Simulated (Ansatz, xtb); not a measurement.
## Two isomers of C6H5F3

Structure X: `FC(F)(F)C1=CC=CC1`, a singlet. Structure Y: `FC(F)(F)C1=CCC=C1`, a singlet. Both are isolated molecules in the gas phase, relaxed with PBE-D3(BJ)/def2-SVP.

**Question.** Estimate which is lower in electronic energy at CCSD(T)/def2-SVP + ΔMP2/def2-TZVPP, and by roughly how much.

**Answer.** CCSD(T)/def2-SVP + ΔMP2/def2-TZVPP gives E(Y) − E(X) = +0.59 kcal/mol, slightly favouring structure X, which is too small a margin to settle the true order.

The same difference at several levels:

```csv
level,geometry,E(Y) − E(X) (kcal/mol),departure from the last row (kcal/mol),"job, with rough time for the two"
GFN2-xTB,GFN2-xTB,+0.53,−0.06,"optimisation, 0.33 s"
HF/STO-3G,GFN2-xTB,+0.32,−0.27,"single point, 1.9 s"
r2SCAN-D4/def2-SVP,GFN2-xTB,+1.30,+0.71,"single point, 10 s"
PBE-D3(BJ)/def2-SVP,PBE-D3(BJ)/def2-SVP,+1.30,+0.71,"optimisation, 63 s"
HF/def2-SVP,PBE-D3(BJ)/def2-SVP,+0.52,−0.07,part of the CCSD(T) run
MP2/def2-SVP,PBE-D3(BJ)/def2-SVP,+0.85,+0.26,part of the CCSD(T) run
CCSD(T)/def2-SVP,PBE-D3(BJ)/def2-SVP,+0.74,+0.15,single point
CCSD(T)/def2-SVP + ΔMP2/def2-TZVPP,PBE-D3(BJ)/def2-SVP,+0.59,,"single point, 7.3 min"
```

As drawn, both hold the same kinds of bond in the same numbers.

The largest departure from CCSD(T)/def2-SVP + ΔMP2/def2-TZVPP is that of PBE-D3(BJ)/def2-SVP, 0.71 kcal/mol. The last row adds to CCSD(T) the change of the MP2 difference between the two basis sets, here −0.15 kcal/mol.

With thermal terms from frequencies at re-optimised GFN2-xTB minima (ideal gas, soft modes damped towards free rotors, one conformer each, 298.15 K, 1 atm): on the last row, ΔE + ΔZPE = +0.52, ΔH = +0.54, ΔG = +0.49 kcal/mol.

The correlated steps freeze 9 core orbitals. Programs: Ansatz 0.2.0, xtb 6.7.1; the last row on 2 threads of Intel(R) Xeon(R) Processor @ 2.50GHz (Skylake/Cascade Lake) on a shared host.
